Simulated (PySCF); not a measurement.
## Solvent effects on NMR parameters

Atom-mapped SMILES (the numbers label the heavy atoms): `[CH3:1][n:2]1[cH:3][cH:4][cH:5][n+:6]1[CH3:7]` (H(Xn): hydrogen on atom n).

GIAO PBE0/pcSseg-1 in PySCF 2.14 on one PBE0-D3(BJ)/def2-SVP conformer, non-relativistic, equivalent nuclei averaged. Solvents enter as an IEF-PCM continuum (chloroform with ε = 4.7, dimethylsulfoxide with ε = 46.8) around the gas-phase geometry. Shifts are referred to TMS computed in the same medium.

Gas phase, δ in ppm: C3/C5 144.9, C4 115.9, C1/C7 36.8, H(C3)/H(C5) 7.98, H(C4) 7.14, H(C1)/H(C7) 4.08. Dipole moment 1.29 D.

Problem. How does each δ change in the continuum?

Solution. 
```
      atoms                                         environment  Δδ, chloroform  Δδ, dimethylsulfoxide
      C3/C5                 aromatic CH next to a ring nitrogen            +0.5                   +0.7
         C4                                         aromatic CH            -1.5                   -2.2
      C1/C7                           methyl carbon bonded to N            +0.8                   +1.1
H(C3)/H(C5)  hydrogen on an aromatic CH next to a ring nitrogen           +0.08                  +0.12
      H(C4)                          hydrogen on an aromatic CH           -0.16                  -0.22
H(C1)/H(C7)             hydrogen on a methyl carbon bonded to N           +0.04                  +0.06
```

Changes are relative to the gas phase. The dipole moment becomes 1.63 D in chloroform, 1.78 D in dimethylsulfoxide.

Problem. Which nuclei move most (in ppm), and what does the model miss?

Solution. C4 (aromatic CH, -2.2 ppm) in dimethylsulfoxide. A continuum only polarises the solute; specific hydrogen bonds, the anisotropy of aromatic solvents and changes of geometry or conformer are outside it, as are counter-ions.
